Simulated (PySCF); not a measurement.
C4H11ClOSi3.
SMILES with atom numbers: `[CH3:1][SiH:2]([CH3:3])[Si@H:4]1[CH:5]=[C:6]([Cl:7])[SiH2:8][O:9]1`

Cartesian coordinates in Å at the GFN2-xTB level; atoms count from 1:
```
atom  x, y, z in Å
C1     2.343    1.476   -0.542
Si2    1.350   -0.152   -0.599
C3     2.474   -1.548    0.056
Si4   -0.535    0.060    0.721
C5    -1.799    1.351    0.172
C6    -2.928    0.792   -0.256
Cl7   -4.264    1.724   -0.847
Si8   -2.976   -1.101   -0.177
O9    -1.473   -1.277    0.426
H10    2.562    1.771    0.481
H11    1.801    2.294   -1.006
H12    3.291    1.378   -1.061
H13    1.080   -0.447   -2.025
H14    2.834   -1.323    1.057
H15    3.344   -1.698   -0.577
H16    1.937   -2.490    0.108
H17   -0.445    0.100    2.189
H18   -1.648    2.421    0.170
H19   -3.942   -1.600    0.791
H20   -3.010   -1.720   -1.494
```

Probes without a nucleus sit at each ring's centroid and 1 Å off its mean plane on both sides; NICS is minus the shielding there, NICSzz its component along the normal. Level: GIAO PBE0/pcSseg-1 (PySCF, non-relativistic, gas phase) on the GFN2-xTB geometry, one conformer.

Ring bond lengths (Å), with Mayer bond orders in brackets: Si4–C5 1.889 (0.85), C5–C6 1.330 (1.85), C6–Si8 1.895 (0.78), Si8–O9 1.629 (0.97), O9–Si4 1.660 (0.85).

What do the NICS probes read (ppm)?

```csv
ring,type,NICS(0),"NICS(1), two faces","NICS(1)zz, two faces",rms pucker (Å),"centre to ring atoms, mean (Å)"
Si4–C5–C6–Si8–O9,"5-membered ring with O and 2 Si; formal bonds 1 double, 4 single",-4.0,-2.3 / -2.6,-2.1 / -1.3,0.00,1.43
```

What do they say, and how far can they be read as aromaticity?

- Si4–C5–C6–Si8–O9: mean NICS(1)zz -1.7 ppm, near zero. Si4, Si8 have four or more neighbours, and the NICS criterion for π rings isn't applied.

List the ring angles and the Hirshfeld charges of the ring atoms.

- Si4–C5–C6–Si8–O9: Si4 96.9° (+0.334 e), C5 112.0° (-0.154 e), C6 115.3° (-0.077 e), Si8 95.8° (+0.400 e), O9 120.0° (-0.320 e); sum 540.0° against 540° for a flat convex ring.

How shielded are the nuclei of the rings and their hydrogens (means over atoms taken as equivalent)?

```tsv
atoms	environment	σ isotropic (ppm)	principal values of the symmetric part, first atom (ppm)
Si4	oxygen-bound silicon	338.8	281.6, 329.5, 405.3
C5	alkene CH carbon	35.1	-74.8, 30.6, 149.4
C6	vinylic C–Cl carbon	24.6	-88.4, 44.1, 118.0
Si8	oxygen-bound silicon	368.3	335.3, 337.6, 432.1
O9	siloxane oxygen	318.1	263.4, 317.6, 373.4
H17	Si–H hydrogen	25.78	22.6, 24.2, 30.4
H18	vinylic hydrogen	24.53	21.2, 24.3, 28.1
H19	Si–H hydrogen	26.54	22.8, 24.7, 32.1
H20	Si–H hydrogen	26.57	22.9, 25.0, 31.8
```
